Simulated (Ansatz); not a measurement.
Reaction: BNH3F (SMILES NBF) → BNH3 (SMILES [BH]N, doublet) + F (doublet) (the B-F bond breaks)
Each species at its own B3LYP-D3(BJ)/def2-TZVP minimum (Ansatz, a quantum-chemistry and plane-wave program), one conformer.

Wanted: bond dissociation energy (electronic), in kJ/mol. Radicals and triplets start from unrestricted determinants; spin-orbit coupling is neglected. CBS(X,Y): correlation extrapolated as X^-3, Hartree-Fock from the larger set. A bracket is a step between two methods taken in the basis named. Functionals run without relativity, which enters their misses. Double hybrids freeze cores in their MP2 part. '+ core + X2C': CCSD(T) terms for core correlation (cc-pwCVTZ) and scalar relativity (cc-pVTZ-DK).

CCSD(T)/CBS(cc-pVTZ,cc-pVQZ) + [CCSDT(Q) - CCSD(T)]/cc-pVTZ + core + X2C (Ansatz) gives 716.8 kJ/mol.

What does PBE/def2-TZVPD (Ansatz) give here, and how do the other levels compare?

PBE gives 711.5 kJ/mol, 5.3 kJ/mol below it. Differences of the others: r2SCAN/def2-TZVPD (Ansatz) -22.9; B3LYP/def2-TZVPD (Ansatz) -19.3; wB97M-V/def2-TZVPD (Ansatz) -1.0; B2PLYP/def2-TZVPD (Ansatz) -11.6; CCSD(T)/CBS(cc-pVTZ,cc-pVQZ) + core + X2C (Ansatz) 0.5 kJ/mol. Nearer than PBE: wB97M-V/def2-TZVPD, CCSD(T)/CBS(cc-pVTZ,cc-pVQZ) + core + X2C.
